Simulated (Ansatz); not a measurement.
Program: Ansatz. Geometries: PBE0-D4/def2-TZVP. ΔE: electronic, gas phase. CBS: MP2 limit from def2 TZ/QZ plus the TZ coupled-cluster correction, frozen cores. This one scheme is used for every species. DFT in def2-TZVPP. B3LYP here is the variant with VWN-RPA as its local correlation; programs differ in this. Triplets are unrestricted, without spin–orbit coupling. For Ge outer-core shells are correlated without core-valence functions, which leaves a few kJ/mol of doubt a bond. Scalar relativity is left out up to krypton. One conformer a species, not always the lowest.

`[CH3][AlH][CH2][GeH3]` → `[CH3][AlH][GeH3]` + `[CH2]` (triplet)  (formal loss of a carbene)

`[CH3][AlH][CH2][GeH3]`:

```xyz
13

C     0.891    2.120    0.361
Al   -0.709    1.064   -0.002
C    -0.838   -0.793    0.574
Ge    0.096   -2.022   -0.631
H     0.640    3.074    0.835
H     1.611    1.603    1.001
H     1.402    2.371   -0.576
H    -1.914    1.700   -0.827
H    -1.879   -1.125    0.627
H    -0.385   -0.930    1.561
H     1.601   -1.689   -0.664
H    -0.068   -3.490   -0.194
H    -0.448   -1.884   -2.067
```

`[CH3][AlH][GeH3]`:

Cartesian coordinates in Å:
```
C 0.149 -1.924 0.216
Al -0.531 -0.317 -0.657
Ge 0.144 1.934 0.140
H -0.167 -1.950 1.265
H -0.187 -2.847 -0.260
H 1.244 -1.925 0.230
H -1.534 -0.410 -1.889
H 0.834 2.757 -0.969
H 1.120 1.909 1.335
H -1.072 2.773 0.589
```

`[CH2]` (triplet):

Z-matrix (Å, degrees):
```
C
H 1 1.079
H 1 1.079 2 134.9
```

| level | ΔE (kJ/mol) | difference from CCSD(T)/CBS |
| --- | --- | --- |
| PBE-D4 | 442.1 | -5.1 |
| PBE0-D4 | 435.7 | -11.5 |
| B3LYP-D4 | 433.9 | -13.3 |
| ωB97M-V | 449.6 | 2.4 |
| B2PLYP | 435.0 | -12.2 |
| HF/def2-TZVPP | 295.6 | -151.6 |
| SCS-MP2/def2-TZVPP | 454.1 | 6.9 |
| CCSD/def2-TZVPP | 424.0 | -23.2 |
| HF/CBS(def2) | 296.1 | -151.1 |
| CCSD/CBS(def2) | 434.9 | -12.3 |
| CCSD(T)/CBS | 447.2 | 0 |

Largest T1 diagnostic among the species: 0.011.

In def2-TZVPP, CCSD(T) changes the Hartree–Fock value by +140.6 kJ/mol (the triples alone add +12.3 kJ/mol) and MP2 by +161.0 kJ/mol. The D4 term adds +12.2 kJ/mol with B3LYP and +6.6 kJ/mol with PBE0; it sums over pairs of atoms, weighted by their polarisabilities, and B3LYP, whose exchange is more repulsive, gets the larger term. From PBE to PBE0 (25 % exact exchange), in def2-TZVPP and without D4, ΔE moves by −5.3 kJ/mol.
